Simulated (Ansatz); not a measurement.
Si28H34, a nanocrystal cut from hexagonal silicon. Total charge 0; singlet. Geometry r2SCAN-D4/def2-SVP, basis def2-SVP, Ansatz.

Cartesian coordinates in Å:
```
Si 0.598 -4.978 -1.283
Si -0.779 -4.039 -2.940
Si 2.094 -1.660 -3.904
Si -0.177 -1.790 -3.252
Si 0.243 -3.830 0.735
Si -2.036 -3.994 1.351
Si 3.127 -1.449 -0.200
Si 3.311 -0.432 -2.313
Si 0.850 -1.581 0.428
Si -0.516 -0.633 -1.236
Si -2.994 -1.849 1.451
Si -2.801 -0.791 -0.639
Si 2.398 1.734 -2.184
Si 0.120 1.607 -1.557
Si -1.226 2.529 -3.245
Si -3.733 1.366 -0.549
Si -3.514 2.376 -2.661
Si 4.319 -0.180 1.381
Si 0.465 -0.401 2.424
Si -1.820 -0.557 3.031
Si 3.383 1.976 1.502
Si 3.590 3.004 -0.604
Si 1.105 1.843 2.124
Si -0.266 2.767 0.451
Si -2.749 1.600 3.170
Si -2.552 2.616 1.057
Si 0.727 3.007 4.128
Si -1.551 2.859 4.755
H 0.290 -6.435 -1.115
H 2.031 -4.845 -1.703
H -0.636 -4.796 -4.225
H -2.208 -4.130 -2.497
H 2.664 -3.040 -4.038
H 2.190 -0.988 -5.240
H -1.039 -1.169 -4.312
H 1.096 -4.411 1.825
H -2.774 -4.840 0.357
H -2.141 -4.657 2.690
H 3.693 -2.839 -0.267
H 4.758 -0.341 -2.702
H -4.440 -1.924 1.847
H -3.515 -1.599 -1.686
H 2.487 2.383 -3.536
H -0.976 1.810 -4.536
H -0.848 3.966 -3.435
H -5.176 1.274 -0.145
H -4.244 1.562 -3.685
H -4.119 3.746 -2.635
H 5.756 -0.082 0.965
H 4.259 -0.841 2.724
H 1.296 -1.000 3.522
H -1.903 -1.223 4.374
H 4.120 2.784 2.532
H 5.035 3.072 -0.995
H 3.047 4.400 -0.550
H 0.090 4.215 0.274
H -4.198 1.502 3.547
H -3.114 4.007 1.116
H 1.589 2.430 5.209
H 1.110 4.445 3.945
H -1.660 2.210 6.100
H -2.136 4.235 4.853
```

```
run  HOMO (eV)  LUMO (eV)
  A      -5.87      -2.32
  B      -6.12      -2.24
  C      -6.60      -1.69
  D      -6.29      -2.40
  E      -6.80      -1.69
```

B3LYP takes the VWN-RPA correlation. Single mean-field runs in def2-SVP are fitted with def2-universal-jkfit.

Question: The runs used B3LYP, B97M-V, PBE, PBE0, r2SCAN. Estimate which is which.

Answer: A PBE (0 % exact exchange); B r2SCAN (0 % exact exchange); C B3LYP (20 % exact exchange); D B97M-V (0 % exact exchange); E PBE0 (25 % exact exchange). Exact exchange lowers occupied and raises empty levels; among semilocal functionals meta-GGAs tend to open the gap a little, and such runs are hard to tell apart. The gap grows from 3.54 eV (PBE) to 5.10 eV (PBE0).
